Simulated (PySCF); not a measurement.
# Computed properties of C4H4O, SMILES c1ccco1

C4H4O, SMILES c1ccoc1. The structure is a stationary point at B3LYP-D3(BJ)/def2-SVP. The values are those of a single conformer. All values are computed for the isolated molecule unless a solvent is named; none is compared with measurement here.

**Structure.** The optimised structure has C2v symmetry. All 21 harmonic modes at B3LYP-D3(BJ)/def2-SVP (PySCF) are real, so it is a minimum. With heavy atoms numbered as in [cH:1]1[cH:2][cH:3][o:4][cH:5]1, the shortest bond between them is O4–C5 at 1.357 Å and the longest C1–C2 at 1.437 Å.

**Vibrations.** The strongest infrared lines (harmonic, unscaled, degenerate partners summed) lie at 758 cm⁻¹ (81 km/mol, H 78 %, C 17 %), 1010 cm⁻¹ (38 km/mol, H 72 %, C 18 %, O 11 %), 631 cm⁻¹ (21 km/mol, C 40 %, O 35 %, H 26 %). The softest mode is at 616 cm⁻¹ and the zero-point energy is 44.0 kcal/mol.

**Electronic structure.** PBE0/def2-TZVP (PySCF) places the frontier levels at -6.64 and 0.22 eV, a gap of 6.86 eV, and gives a dipole moment of 0.57 D and a mean polarisability of 45.3 bohr³. PBE/def2-TZVP (PySCF) at the same geometry gives -5.61 and -0.74 eV, so its gap is 1.99 eV narrower. An orbital gap is neither the optical nor the fundamental gap.

**Excitations.** TDDFT-ωB97X/def2-SVPD (PySCF) has S1 at 6.33 eV (196 nm, f = 0.165, bright); the most intense of the 10 singlets computed lies at 8.39 eV (f = 0.49). T1 (TDA) is at 4.11 eV. TDDFT-PBE/def2-SVPD (PySCF) puts S1 at 6.09 eV. No vertical singlet excitation falls in the visible range (under 3.1 eV).

**NMR.** GIAO shifts at PBE0/pcSseg-1 (PySCF) (non-relativistic, atoms alike by connectivity averaged): ¹³C from 118.3 to 149.9 ppm against TMS; ¹H from 6.9 to 7.8 ppm against TMS.

**Solvation.** SMD-M06-2X/def2-SVP (PySCF) gives -0.5 kcal/mol in water, -1.9 kcal/mol in 1-octanol, -2.2 kcal/mol in methanol (1 M in both phases, gas-phase geometry); of these solvents methanol holds the molecule best.
